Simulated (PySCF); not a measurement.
Working out the excitation energy of Se+

Se+ [Ar] 3d10 4s2 4p3 (4S) → Se+ [Ar] 3d10 4s1 4p4 (4P). All numbers are calculated (PySCF 2.14, scalar relativity through the core potential, in aug-cc-pVDZ-PP with ECP10MDF (5s4p3d, 32 functions)). Frozen: 3s2 3p6 3d10. Energies in hartree (1 hartree = 27.21139 eV):

```csv
part,Se+ (lower),Se+ (upper)
UHF,-371.533250,-371.130151
CCSD correlation,-0.072411,-0.094526
(T),-0.000817,-0.003607
```

Question: What does Hartree-Fock give?

Answer: (-371.130151) − (-371.533250) = 0.403099 hartree = 10.969 eV.

Question: What do CCSD and CCSD(T) give?

Answer: The CCSD correlation energies differ by -0.022115 hartree = -0.602 eV and the triples by -0.002790 hartree = -0.076 eV, so CCSD gives 10.367 eV and CCSD(T) 10.291 eV.

Measured between the centres of the two terms (NIST): 10.523 eV, so CCSD(T) (valence) is off by -0.232 eV.

A double-zeta basis recovers only part of the correlation energy.

The coupled-cluster amplitudes are large, so a single reference is strained.

What remains against the reference includes basis incompleteness, the frozen core and higher excitations.
